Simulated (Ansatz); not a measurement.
One change: `C[S][AlH][GeH3]` becomes `[CH3][AlH][S]C`.

Ansatz, PBE0-D4/def2-TZVP geometries, multiplicity 1. Each molecule was computed in one conformer, which needn't be the lowest.

Scalar relativity is left out up to krypton.

```tsv
property	`C[S][AlH][GeH3]`
HOMO–LUMO gap (B3LYP/def2-TZVPP) / eV	5.25
HOMO–LUMO gap (PBE/def2-TZVPP) / eV	3.81
HOMO energy (PBE0/def2-TZVPP) / eV	-7.28
LUMO energy (PBE0/def2-TZVPP) / eV	-1.65
HOMO energy (PBE/def2-TZVPP) / eV	-6.16
HOMO–LUMO gap (PBE0/def2-TZVPP) / eV	5.64
```

Question: Give the same properties after the change, and the shifts. (Best estimate.)

Answer: The calculation gave: 
```json
{"property": "HOMO–LUMO gap (B3LYP/def2-TZVPP) / eV", "`[CH3][AlH][S]C`": "5.77", "shift": "0.52"}
{"property": "HOMO–LUMO gap (PBE/def2-TZVPP) / eV", "`[CH3][AlH][S]C`": "4.31", "shift": "0.50"}
{"property": "HOMO energy (PBE0/def2-TZVPP) / eV", "`[CH3][AlH][S]C`": "-7.03", "shift": "0.25"}
{"property": "LUMO energy (PBE0/def2-TZVPP) / eV", "`[CH3][AlH][S]C`": "-0.83", "shift": "0.82"}
{"property": "HOMO energy (PBE/def2-TZVPP) / eV", "`[CH3][AlH][S]C`": "-5.88", "shift": "0.28"}
{"property": "HOMO–LUMO gap (PBE0/def2-TZVPP) / eV", "`[CH3][AlH][S]C`": "6.20", "shift": "0.56"}
```

With PBE0 the HOMO rises by 0.25 eV and the LUMO rises by 0.82 eV, so the gap widens by about 0.57 eV. PBE moves the HOMO by 0.28 eV and ωB97M-V by 0.25 eV.

B3LYP here is the variant with VWN-RPA as its local correlation; programs differ in this.
